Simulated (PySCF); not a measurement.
## Simulated absorption spectrum

Compound: C₆H₁₀P (charge +1).
InChI=1S/C6H9P/c1-2-7-5-3-4-6-7/h3-6H,2H2,1H3/p+1

Theory: TDDFT PBE0/def2-SVPD, vertical, gas phase, core orbitals frozen in the response (PySCF 2.14.0, density-fitted response routines). Geometry: GFN2-xTB, one conformer, isolated ion. Torsions of this conformer, `[CH3:1][CH2:2][PH+:3]1[CH:4]=[CH:5][CH:6]=[CH:7]1`: C1–C2–P3–C4 -176°.

Computed states:

```tsv
state	E (eV)	f
S1	4.17	0.029
S2	6.18	0.075
S3	6.38	0.0005
S4	6.46	0.0069
S5	6.60	0.020
S6	6.82	0.0001
S7	7.10	0.0013
S8	7.17	0.011
```

Broadening: Gaussians 0.3 eV wide at half height, area fixed by f = 4.319×10⁻⁹ ∫ε dν̃. The width is an assumption, not a result. The curve ends short of the highest state used, and states not computed would add to its high-energy end.

(1) Give the broadened spectrum and its maxima.

(2) Coming from long wavelengths, where does ε first pass 100 L mol⁻¹ cm⁻¹?

(3) On this curve, what absorbance would a 10⁻³ mol/L sample give at 266 nm over a 1 cm path?

## Answers

(1) 
```
E (eV)  ε (L mol⁻¹ cm⁻¹)
  3.72                 5
  3.82                58
  3.92               373
  4.02              1294
  4.12              2422
  4.21              2515
  4.31              1461
  4.41               458
  4.51                78
  4.61                 7
  4.71                 0
  4.80                 0
  4.90                 0
  5.00                 0
  5.10                 0
  5.20                 0
  5.30                 0
  5.39                 0
  5.49                 0
  5.59                 0
  5.69                 5
  5.79                67
  5.89               535
  5.98              2050
  6.08              5083
  6.18              6857
  6.28              5235
  6.38              2872
  6.48              2216
  6.57              2284
```

Maxima: 297 nm (4.17 eV), ε about 2600, made up of S1 (100%); 201 nm (6.18 eV), ε about 6900, made up of S2 (99%); 189 nm (6.55 eV), ε about 2300, made up of S4 (21%) and S5 (75%) (hardly more than a shoulder) (ε in L mol⁻¹ cm⁻¹; maxima over ε = 5, shares over 10%).

(2) At about 322 nm (3.85 eV), 0.32 eV below S1.

(3) 266 nm is 4.661 eV, where ε is about 1.6 L mol⁻¹ cm⁻¹, so A = ε c l ≈ 0.0016 (Beer–Lambert, with the gas-phase spectrum and the assumed width).
